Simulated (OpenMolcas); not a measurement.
Computed levels of 3d⁵ in ions with 23 electrons, in cm-1 above ⁶S_5/2.

| Item | Value |
| --- | --- |
| Program | OpenMolcas 26.06 |
| Method | CASSCF |
| Basis | ANO-RCC-VTZP |
| Scalar Hamiltonian | DKH2, point nucleus |
| Spin-orbit coupling | RASSI with atomic mean-field integrals over the reference wave functions, term energies averaged over their components |

Active space for each ion: 5 electrons in 5 orbitals (3d).

```tsv
Level	Mn2+	Co4+	Cu6+
⁴G_5/2	32369	42648	51386
⁴G_7/2	32382	42696	51498
⁴G_11/2	32386	42709	51528
⁴G_9/2	32390	42725	51565
⁴P_5/2	37294	49043	58873
⁴P_3/2	37332	49177	59172
⁴P_1/2	37377	49336	59534
⁴D_7/2	40323	53072	63916
⁴D_1/2	40366	53226	64275
```

Estimate ⁴G_5/2, ⁴G_7/2 for Fe3+ from its neighbours Mn2+ and Co4+.

⁴G_5/2 is another term, which grows about linearly with the charge: (32369 + 42648) / 2 = 37508. The calculation gives 37355, so the estimate is off by +0.4 %.
⁴G_7/2 is another term, which grows about linearly with the charge: (32382 + 42696) / 2 = 37539. The calculation gives 37381, so the estimate is off by +0.4 %.

Without dynamic correlation excited terms often stand tens of per cent too high (terms of higher spin than the ground term too low), and those without a measured partner can miss by more than the paired ones. Terms from blocks run as CI alone lack orbitals of their own. Levels of configurations outside the active space are missing.
